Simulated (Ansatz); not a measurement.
ClF₂H₂NSn, SMILES [NH2][Sn]([F])([F])[Cl]. Atoms are numbered in the order given.

```xyz
7

N      2.1020    -0.3298     0.1971
Sn     0.1423     0.1670     0.1167
F     -0.5528     0.3748     1.9071
F     -0.0854     1.8619    -0.7830
Cl    -1.2243    -1.3653    -0.9742
H      2.6613     0.3717    -0.2935
H      2.4134    -0.3546     1.1707
```
Charge 0, spin multiplicity 1.

Geometry: B3LYP-D3(BJ)/def2-SVP. The structure was generated by enumeration; whether it is a known compound was not checked. The def2 effective core potentials stand for the cores of Sn; spin–orbit coupling is left out. One conformer was computed; it need not be the lowest.

Two levels are set side by side: PBE-D3(BJ)/def2-SVP (Ansatz, a program for electronic structure) and B3LYP-D3(BJ)/def2-SVP (Ansatz). Each level has its own optimised geometry; the coordinates shown are those of the second. Differences are taken from unrounded values.

```csv
quantity,B3LYP-D3(BJ)
mean bond length (Å),1.710
bond N1–Sn2 (Å),2.023
bond Sn2–F3 (Å),1.932
bond Sn2–F4 (Å),1.932
bond Sn2–Cl5 (Å),2.325
bond N1–H6 (Å),1.022
bond N1–H7 (Å),1.023
```

What does PBE-D3(BJ) give, and how far is it from B3LYP-D3(BJ)? (Estimate from the structure and the level; the computed values follow.)


```tsv
quantity	PBE-D3(BJ)	PBE-D3(BJ) minus B3LYP-D3(BJ)
mean bond length (Å)	1.723	0.014
bond N1–Sn2 (Å)	2.045	0.022
bond Sn2–F3 (Å)	1.948	0.016
bond Sn2–F4 (Å)	1.948	0.016
bond Sn2–Cl5 (Å)	2.334	0.009
bond N1–H6 (Å)	1.033	0.010
bond N1–H7 (Å)	1.033	0.010
```

Exact exchange shortens and stiffens bonds; PBE has none. Differences between two approximate levels are no errors against the true value.
